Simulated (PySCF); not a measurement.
**Two-component Hartree-Fock for V (vanadium, neutral)**

Start: [Ar] 3d3 4s2; 3d3/2 filled at m_j = -1/2, +1/2, +3/2. Calculated with PySCF 2.14 in x2c-TZVPall-2c with one added diffuse shell each of s, p, d type (7s8p5d1f, 63 functions): generalised Hartree-Fock with the X2C-1e Hamiltonian and a Gaussian nucleus; one run each with spin-orbit coupling (SO) switched off, then screened by Boettger's factors.

| spinor shell | electrons | ε, spin-free (eV) | ε, screened SO (eV) | weight of nominal j (screened SO) | rms radius, screened SO (bohr) |
| --- | --- | --- | --- | --- | --- |
| 1s1/2 | 2 | -5520.3 | -5520.3 | 1.000 | 0.0768 |
| 2s1/2 | 2 | -657.32 | -657.29 | 1.000 | 0.332 |
| 2p1/2 | 2 | -545.85 | -551.08 | 0.986 | 0.301 |
| 2p3/2 | 4 | -545.85 | -543.25 | 0.993 | 0.303 |
| 3s1/2 | 2 | -87.766 | -87.754 | 1.000 | 1.02 |
| 3p1/2 | 2 | -55.091 | -56.815 | 0.656 | 1.11 |
| 3p3/2 | 4 | -55.091 | -54.221 | 0.828 | 1.11 |
| 3d3/2 | 3 | -13.644 | -13.652 | 0.609 | 1.51 |
| 4s1/2 | 2 | -6.358 | -6.357 | 1.000 | 3.89 |

```csv
quantity,spin-free,screened SO
E (hartree),-948.12348,-948.13343
M_J,3/2,3/2
⟨J²⟩,6.768,6.703
⟨L²⟩,12.007,12.006
⟨S²⟩,3.761,3.761
```

The determinant has a definite M_J but mixes levels of different J.

Each row is a mean over spinors that exchange with the open shell spreads, by up to 9.296 eV (3p1/2).

Rows whose weight is well below 1 are mixtures of j = l ± 1/2: exchange outweighs spin-orbit coupling there, and the label is only the starting occupation.

Without spin-orbit coupling the j labels of p, d and f shells carry no meaning; the spin-free column gives the mean over the occupied spinors of each nl shell, and its ⟨J²⟩ belongs to a mixture of degenerate components.
